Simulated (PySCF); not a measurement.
Constitutional and geometric isomers with formula C2H2BN. Isolated molecules, 0 K electronic values unless said otherwise. Strings in code marks are SMILES.

Method: B3LYP-D3(BJ)/def2-TZVP run with PySCF 2.14.0. B3LYP has the VWN-RPA correlation part, as in Gaussian. Delta-SCF ions had no search for a lower state. Excitations are Tamm–Dancoff values on a coarser integration grid. The basis has no diffuse functions, so Rydberg states are missing or too high.

```
species     S1 excitation (TDA) (eV)  vertical ionisation energy (Delta-SCF) (eV)  T1 excitation (TDA) (eV)  S1 oscillator strength
----------  ------------------------  -------------------------------------------  ------------------------  ----------------------
`C#CB=N`                         [?]                                        10.31                         –                     [?]
`N(=B)C#C`                      4.76                                         9.51                         –                   0.000
`C=BC#N`                        2.57                                         9.78                      2.25                     [?]
`B=C=C=N`                        [?]                                         9.28                      3.08                   0.000
`B=CC#N`                        2.96                                         9.82                      2.60                   0.000
```

Q: What belongs in the gaps?

A: 
- `C#CB=N`, S1 excitation (TDA) (eV): 5.33
- `C#CB=N`, S1 oscillator strength: 0.000
- `C=BC#N`, S1 oscillator strength: 0.000
- `B=C=C=N`, S1 excitation (TDA) (eV): 3.37
